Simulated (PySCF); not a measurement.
# La²⁺: ionisation energy

La²⁺ [Xe] 5d1 (2D) → La³⁺ [Xe] (1S), as a difference of total energies. Computed with PySCF 2.14 in def2-QZVPPD with the def2 core potential (46 electrons) (7s5p4d3f2g, 81 functions), with a scalar-relativistic core potential. Correlated levels: valence: nothing frozen outside the core potential. The calculations carry no spin-orbit coupling.

```csv
method,ionisation energy (eV),difference from reference (eV)
UHF,18.174,-1.003
MP2 (valence),18.721,-0.456
SCS-MP2 (valence),18.671,-0.506
CCSD (valence),18.786,-0.391
CCSD(T) (valence),18.814,-0.363
```

Reference: 19.177 eV (measured; NIST Atomic Spectra Database, ionization energies).

The reference lies between the lowest fine-structure levels, while these numbers refer to the centres of the terms.

Errors of the correlated levels include the incompleteness of this basis.
